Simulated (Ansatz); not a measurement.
## Abstraction of H: C2H3ClGe + C2H7Si2 → GeH2(CC)Cl + C2H8Si2

Gas-phase species: C2H3ClGe `C#[C][GeH2][Cl]`, singlet; C2H7Si2 `[SiH2]/C=C/[SiH3]`, doublet; GeH2(CC)Cl, doublet; C2H8Si2 `[SiH3]/C=C/[SiH3]`, singlet. A radical takes H: the energy is the difference in strength between the C–H bond broken and the Si–H bond made.

Shapes, held fixed at every level: PBE0-D4/def2-TZVP. Flexible molecules stand in one conformer, not always the lowest. Programs: Ansatz 0.2.0. The zero-point and thermal change to 298 K, harmonic and unscaled (PBE0-D4/def2-TZVP), is -4.6 kJ/mol.

**Question.** Estimate ΔH(298 K) of this reaction.

**Answer.** B2PLYP/def2-TZVPP gives ΔH(298 K) = +187.3 kJ/mol; the levels span +132.2 to +192.7. The median of the levels is +185.1. No measured value is set beside it here. Spin contamination: C2H7Si2 (⟨S²⟩ up to 0.91), GeH2(CC)Cl (⟨S²⟩ up to 1.16). Open shells run unrestricted. Relativity is left out for Ge. Outer-core shells of Ge are correlated, in sets that cover them unevenly. Times are processor times on shared x86 and Arm servers, and rough.

```
               level                    kind  ΔH(298 K) (kJ/mol)  CPU time (sum over the molecules)
         HF/def2-SVP            Hartree–Fock              +132.2                                  –
       HF/def2-TZVPP            Hartree–Fock              +133.2                                  –
r2SCAN-D4/def2-TZVPP                meta-GGA              +186.1                               84 s
 B3LYP-D4/def2-TZVPP           global hybrid              +190.4                               79 s
 BHLYP-D4/def2-TZVPP           global hybrid              +183.4                               81 s
  PBE0-D4/def2-TZVPP           global hybrid              +192.7                               62 s
  wB97X-V/def2-TZVPP  range-separated hybrid              +184.2                            3.4 min
   B2PLYP/def2-TZVPP           double hybrid              +187.3                              2 min
```
